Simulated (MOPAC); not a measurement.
MOPAC input (PM6):

```
PM6 1SCF UHF MS=0.5 GEO-OK AUX(PRECISION=9) THREADS=1
CH4BO3

C     1.76495300 1   -0.52704400 1   -0.61874300 1
O     0.47741300 1   -0.82792800 1   -0.31279300 1
B    -0.43253100 1    0.09357200 1    0.13690400 1
O    -0.02789500 1    1.39295500 1    0.31667100 1
O    -1.69005000 1   -0.39492300 1    0.36924800 1
H     2.38187300 1   -1.37128500 1   -0.87708900 1
H     2.14537900 1    0.45868800 1   -0.40013800 1
H    -0.69508700 1    2.00523400 1    0.63405700 1
H    -2.33498100 1    0.24093100 1    0.68609400 1
```

From the output:

```
                                                       MOPAC v23.2.5 Linux

          FINAL HEAT OF FORMATION =       -189.27461 KCAL/MOL =    -791.92499 KJ/MOL

          COSMO AREA              =        105.64 SQUARE ANGSTROMS
          COSMO VOLUME            =         88.32 CUBIC ANGSTROMS

          IONIZATION POTENTIAL    =          8.790060 EV
          ALPHA SOMO LUMO (EV)    =         -8.790  0.986
          BETA  SOMO LUMO (EV)    =        -11.814  0.777
          NO. OF ALPHA ELECTRONS  =         15
          NO. OF BETA  ELECTRONS  =         14
          MOLECULAR WEIGHT        =         74.8508         POINT GROUP:  Cs

          MOLECULAR DIMENSIONS (Angstroms)

            Atom       Atom       Distance
            H     9    H     6     5.22413
            H     8    O     5     2.61049
            H     7    C     1     0.09724

          SCF CALCULATIONS        =          1

   ATOM   CHEMICAL          X               Y               Z
  NUMBER   SYMBOL      (ANGSTROMS)     (ANGSTROMS)     (ANGSTROMS)

     1       C          1.76495300  *  -0.52704400  *  -0.61874300  *
     2       O          0.47741300  *  -0.82792800  *  -0.31279300  *
     3       B         -0.43253100  *   0.09357200  *   0.13690400  *
     4       O         -0.02789500  *   1.39295500  *   0.31667100  *
     5       O         -1.69005000  *  -0.39492300  *   0.36924800  *
     6       H          2.38187300  *  -1.37128500  *  -0.87708900  *
     7       H          2.14537900  *   0.45868800  *  -0.40013800  *
     8       H         -0.69508700  *   2.00523400  *   0.63405700  *
     9       H         -2.33498100  *   0.24093100  *   0.68609400  *

                             CARTESIAN COORDINATES

   1    C        1.764953000    -0.527044000    -0.618743000
   2    O        0.477413000    -0.827928000    -0.312793000
   3    B       -0.432531000     0.093572000     0.136904000
   4    O       -0.027895000     1.392955000     0.316671000
   5    O       -1.690050000    -0.394923000     0.369248000
   6    H        2.381873000    -1.371285000    -0.877089000
   7    H        2.145379000     0.458688000    -0.400138000
   8    H       -0.695087000     2.005234000     0.634057000
   9    H       -2.334981000     0.240931000     0.686094000

           Empirical Formula: C H4 O3 B  =     9 atoms

      MOLECULAR POINT GROUP   :   Cs

          ALPHA EIGENVALUES
 -31.21123 -30.59742 -30.21903 -24.04157 -20.60946 -19.75263 -17.23341 -15.66678
 -15.54078 -15.41709 -13.32596 -12.98778 -12.45195 -11.98938  -8.79006   0.98647
   1.88072   2.66922   3.50409   4.37897   4.84369   5.68231   5.72356   6.09533

           BETA EIGENVALUES
 -31.07999 -30.47357 -30.10108 -23.72790 -20.50828 -19.70048 -17.06912 -15.39839
 -15.34687 -15.21560 -12.96575 -12.66755 -12.40916 -11.81413   0.77733   1.07598
   2.30315   2.88886   3.53995   4.53281   4.95098   5.72348   5.91446   6.32817

              NET ATOMIC CHARGES AND DIPOLE CONTRIBUTIONS

  ATOM NO.   TYPE          CHARGE      No. of ELECS.   s-Pop       p-Pop
    1          C          -0.132173        4.1322     1.14861     2.98357
    2          O          -0.356039        6.3560     1.72795     4.62809
    3          B           0.596204        2.4038     0.80181     1.60198
    4          O          -0.560013        6.5600     1.72277     4.83725
    5          O          -0.524941        6.5249     1.71926     4.80568
    6          H           0.161974        0.8380     0.83803
    7          H           0.147521        0.8525     0.85248
    8          H           0.333927        0.6661     0.66607
    9          H           0.333540        0.6665     0.66646
 DIPOLE           X         Y         Z       TOTAL
 POINT-CHG.    -0.322     2.128     0.687     2.259
 HYBRID        -0.736     0.361     0.405     0.914
 SUM           -1.058     2.488     1.092     2.916

          ATOMIC ORBITAL ELECTRON POPULATIONS

     Atom    s        px        py        pz
    1  C   1.14861   0.80137   1.09472   1.08747
    2  O   1.72795   1.30804   1.61539   1.70466
    3  B   0.80181   0.59182   0.57407   0.43610
    4  O   1.72277   1.61768   1.40735   1.81222
    5  O   1.71926   1.38906   1.61362   1.80300
    6  H   0.83803
    7  H   0.85248
    8  H   0.66607
    9  H   0.66646

                    (SZ)    =    0.500000
                    (S**2)  =    0.752402

          ATOMIC ORBITAL SPIN POPULATIONS

    Atom   Total    s     px     py     pz
         Atomic
    1  C  0.9517  0.026  0.068  0.073  0.784
    2  O  0.0880  0.004 -0.006  0.005  0.085
    3  B  0.0114 -0.001  0.000 -0.000  0.013
    4  O  0.0037  0.000  0.000 -0.000  0.004
    5  O  0.0046  0.000  0.000  0.000  0.004
    6  H -0.0284 -0.028
    7  H -0.0297 -0.030
    8  H -0.0005 -0.001
    9  H -0.0007 -0.001

 **********************
 *                    *
 * JOB ENDED NORMALLY *
 *                    *
 **********************

 == MOPAC DONE ==
```

The geometry given is a B3LYP-D3(BJ)/def2-TZVP minimum.
